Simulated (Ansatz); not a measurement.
Consider the cleavage of the Si–Si bond: `[OH][GeH2][SiH2][SiH3]` + `O[Si](O)(F)Cl` → `O[Si](F)(Cl)O[SiH3]` + `[OH][GeH2][SiH3]`.

Program: Ansatz. Geometries: PBE0-D4/def2-TZVP. ΔE: electronic, gas phase. CCSD(T)/CBS is the MP2 limit (def2-TZVPP, def2-QZVPP) plus CCSD(T) − MP2 in def2-TZVPP, frozen cores. This one scheme is used for every species. Functionals use def2-TZVPP. For Ge outer-core shells are correlated without core-valence functions, which leaves a few kJ/mol of doubt a bond. Scalar relativity is left out up to krypton. Each species was taken in one conformer, which may not be the lowest.

CCSD(T)/CBS gives -94.3 kJ/mol.

**Question.** Another level gave -92.9 kJ/mol. Which?
A. r2SCAN/def2-TZVPP
B. PBE0/def2-TZVPP
C. ωB97X-V/def2-TZVPP
D. SCS-MP2/def2-TZVPP

**Answer.** C. ωB97X-V -92.9, r2SCAN -85.8, PBE0 -76.2, SCS-MP2/def2-TZVPP -106.5 kJ/mol.

Largest T1 diagnostic among the species: 0.013.

In def2-TZVPP, CCSD(T) changes the Hartree–Fock value by +30.3 kJ/mol (the triples alone add +4.4 kJ/mol) and MP2 by +24.8 kJ/mol. From PBE to PBE0 (25 % exact exchange), in def2-TZVPP and without D4, ΔE moves by −8.4 kJ/mol.
